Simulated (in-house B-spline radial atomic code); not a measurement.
Orbital energies and mean radii along the 11-electron series, configuration [Ne] 3s1. The effective charge is n√(-2ε), a non-relativistic measure. Computed with an all-electron radial atomic-structure program (B-spline basis): non-relativistic Hartree-Fock, average of the configuration, point nuclei.

This level leaves out relativity, spin-orbit splitting included, which matters for heavy ions.

| ion | Z | energy of 3s (Eh) | mean radius of 3s (bohr) | energy of 2s (Eh) | mean radius of 2s (bohr) | effective charge of 3s |
| --- | --- | --- | --- | --- | --- | --- |
| Tc32+ | 43 | -68.256 | 0.36492 | -170.05 | 0.15125 | 35.051 |
| Ru33+ | 44 | -72.223 | 0.35527 | -179.41 | 0.14753 | 36.056 |
| Rh34+ | 45 | -76.301 | 0.34612 | -189.02 | 0.14399 | 37.06 |
| Pd35+ | 46 | -80.491 | 0.33743 | -198.88 | 0.14062 | 38.064 |
| Ag36+ | 47 | -84.792 | 0.32916 | -208.99 | 0.1374 | 39.067 |
| Cd37+ | 48 | -89.203 | 0.3213 | -219.35 | 0.13432 | 40.071 |
| In38+ | 49 | -93.726 | 0.3138 | -229.97 | 0.13138 | 41.074 |
| Sn39+ | 50 | -98.361 | 0.30665 | -240.83 | 0.12856 | 42.077 |
| Sb40+ | 51 | -103.11 | 0.29981 | -251.94 | 0.12587 | 43.08 |
| Te41+ | 52 | ? | ? | ? | ? | ? |
| I42+ | 53 | ? | ? | ? | ? | ? |
| Xe43+ | 54 | -118.01 | 0.28103 | -286.77 | 0.11841 | 46.089 |
| Cs44+ | 55 | ? | ? | ? | ? | ? |
| Ba45+ | 56 | -128.5 | 0.26977 | -311.24 | 0.11392 | 48.094 |
| La46+ | 57 | -133.91 | 0.26447 | -323.85 | 0.11179 | 49.096 |
| Ce47+ | 58 | -139.44 | 0.25937 | -336.71 | 0.10975 | 50.098 |
| Pr48+ | 59 | -145.07 | 0.25447 | -349.82 | 0.10778 | 51.1 |
| Nd49+ | 60 | -150.82 | 0.24975 | -363.19 | 0.10588 | 52.103 |
| Pm50+ | 61 | -156.67 | 0.2452 | -376.8 | 0.10404 | 53.105 |
| Sm51+ | 62 | -162.64 | 0.24082 | -390.66 | 0.10227 | 54.106 |

Fill in the row of Te41+.

energy of 3s (Eh): -107.96; mean radius of 3s (bohr): 0.29328; energy of 2s (Eh): -263.3; mean radius of 2s (bohr): 0.12328; effective charge of 3s: 44.083.

Fill in the row of I42+.

energy of 3s (Eh): -112.93; mean radius of 3s (bohr): 0.28702; energy of 2s (Eh): -274.91; mean radius of 2s (bohr): 0.1208; effective charge of 3s: 45.086.

Fill in the row of Cs44+.

energy of 3s (Eh): -123.2; mean radius of 3s (bohr): 0.27528; energy of 2s (Eh): -298.88; mean radius of 2s (bohr): 0.11612; effective charge of 3s: 47.091.

How does the screening of 3s change?

Z less the effective charge goes from 7.95 at Z = 43 to 7.89 at Z = 62.
